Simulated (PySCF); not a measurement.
1,2-dimethoxybenzene, C₈H₁₀O₂.
SMILES with atom numbers: `[CH3:1][O:2][c:3]1[cH:4][cH:5][cH:6][cH:7][c:8]1[O:9][CH3:10]` (hydrogens: H11, H12, H13 on C1; H14 on C4; H15 on C5; H16 on C6; H17 on C7; H18, H19, H20 on C10)

Cartesian coordinates in Å at the PBE0-D3(BJ)/def2-SVP level; atoms count from 1:
```
atom  x, y, z in Å
C1    -3.0588   -0.6875    1.0256
O2    -1.6719   -0.7523    0.8758
C3    -0.9935    0.3930    0.6715
C4    -1.5693    1.6579    0.5938
C5    -0.7746    2.7911    0.3797
C6     0.5975    2.6587    0.2434
C7     1.1898    1.3916    0.3189
C8     0.4118    0.2570    0.5306
O9     0.8863   -1.0008    0.6171
C10    2.2627   -1.2037    0.4964
H11   -3.3519   -0.0741    1.8969
H12   -3.4082   -1.7159    1.1838
H13   -3.5527   -0.2781    0.1258
H14   -2.6483    1.7720    0.7001
H15   -1.2464    3.7742    0.3217
H16    1.2264    3.5356    0.0766
H17    2.2706    1.2979    0.2103
H18    2.8288   -0.6765    1.2856
H19    2.4336   -2.2830    0.6001
H20    2.6437   -0.8757   -0.4878
```

Mayer bond orders were computed from the PBE0/pcSseg-1 density (PySCF). Isolated species at its PBE0-D3(BJ)/def2-SVP geometry (one conformer only).

Task: The orders 0.92, 1.06, 1.28, 1.39, 1.48 belong to the bonds C1–O2, C5–C6, C6–C7, C8–C3, C8–O9, in another order. Match them.

Result: C1–O2 0.92; C8–O9 1.06; C8–C3 1.28; C6–C7 1.39; C5–C6 1.48.

Task: Set the orders of all bonds between heavy atoms beside their lengths and the difference of the ESP-fitted charges at their ends.

Result: 
```json
{"bond": "C5–C6", "Mayer order": "1.483", "length (Å)": "1.385", "q(first) − q(second) (e)": "+0.008"}
{"bond": "C3–C4", "Mayer order": "1.425", "length (Å)": "1.392", "q(first) − q(second) (e)": "+0.586"}
{"bond": "C7–C8", "Mayer order": "1.425", "length (Å)": "1.392", "q(first) − q(second) (e)": "-0.454"}
{"bond": "C4–C5", "Mayer order": "1.392", "length (Å)": "1.401", "q(first) − q(second) (e)": "-0.061"}
{"bond": "C6–C7", "Mayer order": "1.392", "length (Å)": "1.401", "q(first) − q(second) (e)": "+0.010"}
{"bond": "C8–C3", "Mayer order": "1.285", "length (Å)": "1.419", "q(first) − q(second) (e)": "-0.088"}
{"bond": "O2–C3", "Mayer order": "1.061", "length (Å)": "1.347", "q(first) − q(second) (e)": "-0.621"}
{"bond": "C8–O9", "Mayer order": "1.061", "length (Å)": "1.347", "q(first) − q(second) (e)": "+0.512"}
{"bond": "C1–O2", "Mayer order": "0.921", "length (Å)": "1.396", "q(first) − q(second) (e)": "+0.253"}
{"bond": "O9–C10", "Mayer order": "0.921", "length (Å)": "1.397", "q(first) − q(second) (e)": "-0.214"}
```

The Mayer order sums products of elements of PS (density times overlap matrix) between the two atoms' basis functions, so it depends on the basis set.

The run behind these numbers computed NMR shieldings as well. Hardware: one thread, Arm Neoverse N1, no GPU (shared host). Cost: 73 s wall.
